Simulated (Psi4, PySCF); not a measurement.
C4H4N (SMILES c1cc[n-]c1), charge -1, singlet, at a GFN2-xTB geometry (in this run its highest filled SCF level lies above zero, so its values depend strongly on the basis, on diffuse functions most of all), atoms displaced at random by about 0.03 Å a coordinate. Base run: HF/STO-3G, gradient (PySCF).

Here is a job for PySCF.
```python
from pyscf import gto, scf

mol = gto.M(
    atom='''
N     0.01888470   -0.04780439    1.20433645
C    -0.00939160    1.10668888    0.39287449
C    -0.01421837   -1.06366484    0.46744487
C    -0.02192070    0.65987519   -0.94430531
C     0.00226601   -0.69834994   -0.96018866
H    -0.03769846    2.06433750    0.76617997
H     0.05035097   -2.06321936    0.83130162
H    -0.03486430    1.36564151   -1.77228535
H     0.01240724   -1.34123599   -1.85008306
''',
    basis='sto-3g',
    charge=-1,
    verbose=4,
)

mf = scf.RHF(mol)
mf.kernel()
g = mf.nuc_grad_method()
grad = g.kernel()
```

Programs used: Psi4, PySCF; a row that names a program was run with it.

The coordinate followed is z of atom 3.

Each row names what was changed in the base input (with any setting that the change needs).

```json
[
 {"change": "base", "dE/dx (Eh/bohr)": "0.148855", "net force (Eh/bohr)": "0.000000"},
 {"change": "density fitting = on", "dE/dx (Eh/bohr)": "0.148876", "net force (Eh/bohr)": "0.000000"},
 {"change": "conv_tol = 1e-4", "dE/dx (Eh/bohr)": "0.149605", "net force (Eh/bohr)": "0.000000"},
 {"change": "finite difference step (bohr) = 0.05; conv_tol = 1e-11", "dE/dx (Eh/bohr)": "0.148494", "net force (Eh/bohr)": "-"},
 {"change": "conv_tol = 1e-6", "dE/dx (Eh/bohr)": "0.148863", "net force (Eh/bohr)": "0.000000"},
 {"change": "finite difference step (bohr) = 0.01; conv_tol = 1e-11", "dE/dx (Eh/bohr)": "0.148840", "net force (Eh/bohr)": "-"},
 {"change": "conv_tol = 1e-11", "dE/dx (Eh/bohr)": "0.148855", "net force (Eh/bohr)": "0.000000"},
 {"change": "finite difference step (bohr) = 1e-5; conv_tol = 1e-11", "dE/dx (Eh/bohr)": "0.148855", "net force (Eh/bohr)": "-"},
 {"change": "finite difference step (bohr) = 1e-4; conv_tol = 1e-11", "dE/dx (Eh/bohr)": "0.148855", "net force (Eh/bohr)": "-"},
 {"change": "finite difference step (bohr) = 0.2; conv_tol = 1e-11", "dE/dx (Eh/bohr)": "0.142985", "net force (Eh/bohr)": "-"},
 {"change": "code = psi4", "dE/dx (Eh/bohr)": "0.148876", "net force (Eh/bohr)": "0.000000"},
 {"change": "finite difference step (bohr) = 1e-3; conv_tol = 1e-11", "dE/dx (Eh/bohr)": "0.148854", "net force (Eh/bohr)": "-"}
]
```

The net force is zero for an exact gradient.
